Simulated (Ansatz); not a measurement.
Computed with Ansatz on PBE0-D4/def2-TZVP structures; ΔE is electronic, products minus reactants. CCSD(T)/CBS is the MP2 limit (def2-TZVPP, def2-QZVPP) plus CCSD(T) − MP2 in def2-TZVPP, frozen cores. This one scheme is used for every species. Functionals use def2-TZVPP. B3LYP here is the variant with VWN-RPA as its local correlation; programs differ in this.

Consider the ligand exchange at the Si–F bond: `F[SiH]1NCO1` + HCl → `Cl[SiH]1NCO1` + H–F.

```
             level  ΔE (kJ/mol)  difference from CCSD(T)/CBS
            PBE-D4         40.4                         -6.5
         r2SCAN-D4         49.4                          2.5
           PBE0-D4         41.2                         -5.7
          B3LYP-D4         50.0                          3.1
           ωB97X-V         50.7                          3.8
           ωB97M-V         49.9                          3.0
            B2PLYP         53.7                          6.8
               PBE         44.3                         -2.6
            r2SCAN         50.3                          3.4
              PBE0         44.6                         -2.3
             B3LYP         56.3                          9.4
     HF/def2-TZVPP         62.4                         15.5
    MP2/def2-TZVPP         45.4                         -1.5
SCS-MP2/def2-TZVPP         51.2                          4.3
   CCSD/def2-TZVPP         53.7                          6.8
CCSD(T)/def2-TZVPP         51.0                          4.1
     HF/def2-QZVPP         64.0                         17.1
    MP2/def2-QZVPP         43.6                         -3.3
SCS-MP2/def2-QZVPP         49.3                          2.4
      HF/CBS(def2)         64.2                         17.3
     MP2/CBS(def2)         41.3                         -5.6
    CCSD/CBS(def2)         49.7                          2.8
       CCSD(T)/CBS         46.9                            0
```

Largest T1 diagnostic among the species: 0.012.

In def2-TZVPP, CCSD(T) changes the Hartree–Fock value by −11.5 kJ/mol (the triples alone add −2.8 kJ/mol) and MP2 by −17.1 kJ/mol. The D4 term adds −6.3 kJ/mol with B3LYP and −3.4 kJ/mol with PBE0; it sums over pairs of atoms, weighted by their polarisabilities, and B3LYP, whose exchange is more repulsive, gets the larger term.
